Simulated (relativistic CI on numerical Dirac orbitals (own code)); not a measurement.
**V2+ in a cubic cluster: 2p photoemission with charge transfer**

Computed with a charge-transfer multiplet model of a cubic metal-ligand cluster with up to one ligand hole, Slater and spin-orbit integrals from Dirac-Coulomb-Breit ions, Slater integrals scaled by 0.9. The ground state mixes d3 with configurations of k ligand holes L, whose averages lie at kΔ + k(k − 1)U_dd/2; a core hole lowers each added d electron by U_cd. 300 K, Lorentzian 0.6 eV and Gaussian 0.8 eV FWHM.

Atomic integrals in eV (Slater integrals scaled, ζ unscaled), ground: F2dd 8.026, F4dd 4.988, zeta_d 0.019; with the core hole: F2dd 9.811, F4dd 6.151, zeta_d 0.036, zeta_core 4.610, F2cd 5.486, G1cd 4.039, G3cd 2.292.

Cluster parameters (eV): U_dd = 4.5, U_cd = 5, 10Dq = 0.65, 10Dq(ligand) = 1.6, V(eg) = 2, V(t2g) = -1.01, final-state hopping factor = 1.

```csv
Case,n_d,d3,d4L,S
Δ = 6.6 eV,3.22,0.78,0.22,1.50
Δ = 7.6 eV,3.19,0.81,0.19,1.50
Δ = 10.6 eV,3.12,0.88,0.12,1.50
```

Weights, n_d and S are thermal averages at 300 K. Binding energies count from the first peak over 30 % of the highest in each spectrum, which can be another peak from case to case. The parameters are a model scan and need not match a compound or its usual spin state. Peaks in eV (height, largest 100):
- Δ = 6.6 eV: 0.0 (100), 4.5 (19), 8.4 (48)
- Δ = 7.6 eV: 0.0 (100), 4.5 (18), 8.2 (49)
- Δ = 10.6 eV: 0.0 (100), 4.3 (16), 8.1 (56)

For the case Δ = 7.6 eV, Δ = 7.6 eV is larger than U_dd = 4.5 eV, the Mott-Hubbard side of the Zaanen-Sawatzky-Allen scheme. With the core hole the configuration with one ligand hole lies at Δ − U_cd = 1.6, 2.6, 5.6 eV from the one without, in the order of the table; where this is negative the screened configuration lies lower, though the effective hopping of about 4.3 eV (from the holes of the mixed ground state) mixes the two strongly wherever it is as large as the gap.

With at most 1 ligand hole the space is cut while the next configuration still counts, so covalency is underestimated, and a final configuration with one more ligand hole, which can lie low, is missing from the spectra.
